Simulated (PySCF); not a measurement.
A structure optimised at PBE-D3(BJ)/def2-SVP, used in a PySCF frequency run:

```
O
C 1 1.4140
H 2 1.1101 1 109.37
H 2 1.1101 3 108.75 1 118.73
H 2 1.1112 3 109.43 4 119.08
Mo 1 1.8549 2 139.79 3 -116.79
O 6 1.6956 1 108.65 2 6.16
O 6 1.6969 7 107.83 1 -118.52
Cl 6 2.2888 7 109.79 8 -120.10
```

Problem. Write its SMILES and formula.

Solution. C[O][Mo](=[O])(=[O])[Cl], CH₃ClMoO₃

Problem. What are its rotational constants (standard atomic weights)?

Solution. 2.6387, 1.4811, 1.2378 GHz
